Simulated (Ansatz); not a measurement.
Total energies of (HCd-mu-OH)2 (Cd₂O₂H₄) from Ansatz at PBE-D4/def2-TZVPD, gas phase (1 Eh = 27.2114 eV = 2625.5 kJ/mol). The reference geometry is relaxed at B3LYP-D4/def2-SVP.

| state | geometry | energy (Eh) |
| --- | --- | --- |
| charge 0 singlet | reference | -488.33040 |
| charge -1 doublet | reference | -488.32513 |
| free Cd atom (singlet) | – | -167.78889 |
| free H atom (doublet) | – | -0.49962 |
| free O atom (triplet) | – | -75.01069 |

In the def2 sets Cd takes a core potential; there is no spin–orbit coupling.

Question: Work out the vertical electron affinity, to the doublet.

Answer: E(charge 0 singlet) − E(charge -1 doublet) = -488.33040 − (-488.32513) = -0.00527 Eh = -0.14 eV; negative, so the extra electron isn't bound.

Question: What is the binding energy per atom against free atoms?

Answer: Atoms: 2 × (-167.78889) + 4 × (-0.49962) + 2 × (-75.01069) = -487.59764 Eh. Binding: -487.59764 − (-488.33040) = 0.73276 Eh = 19.94 eV, or 2.49 eV for each of 8 atoms (no zero-point energy, no counterpoise term).

At PBE-D4/def2-TZVPD the highest occupied level of the charge -1 doublet lies above zero (up to 1.99 eV). By energy differences it is unbound by 0.14 eV (vertical, against the charge 0 singlet, at PBE-D4/def2-TZVPD) and held by the finite basis.
